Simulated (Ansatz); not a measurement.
# Ligand exchange: CH4 + Sn(SH)2 → H2S + Sn(CH3)(SH)

Gas-phase species: CH4 (methane) `C`, singlet; Sn(SH)2, singlet; H2S `S`, singlet; Sn(CH3)(SH), singlet. The partners trade CH3 for SH: H–CH3 and Sn–SH bonds give way to H–SH and Sn–CH3.

Shapes, held fixed at every level: PBE0-D4/def2-TZVP. Flexible molecules stand in one conformer, not always the lowest. Programs: Ansatz 0.2.0. Electronic energies: no zero-point or thermal term.

Q: Estimate ΔE of this reaction.

A: The highest level, CCSD(T)/def2-TZVPP, gives ΔE = +127.1 kJ/mol; the levels span +125.6 to +142.4. The column of differences is taken from that level and isn't an error. No measured value is set beside it here. For atoms past krypton def2 sets carry core potentials with scalar relativity. Outer-core shells of Sn are correlated, in sets that cover them unevenly. Times are processor times on shared x86 and Arm servers, and rough.

```
               level                    kind  ΔE (kJ/mol)  less CCSD(T)/def2-TZVPP  CPU time (sum over the molecules)
r2SCAN-D4/def2-TZVPP                meta-GGA       +142.4                    +15.3                               13 s
 B3LYP-D4/def2-TZVPP           global hybrid       +140.7                    +13.6                               12 s
  PBE0-D4/def2-TZVPP           global hybrid       +138.6                    +11.5                              7.9 s
  wB97M-V/def2-TZVPP  range-separated hybrid       +131.6                     +4.5                               29 s
   B2PLYP/def2-TZVPP           double hybrid       +137.4                    +10.3                               35 s
     CCSD/def2-TZVPP   coupled cluster or CI       +125.6                     -1.5                                  –
  CCSD(T)/def2-TZVPP   coupled cluster or CI       +127.1                      0.0                                  –
```
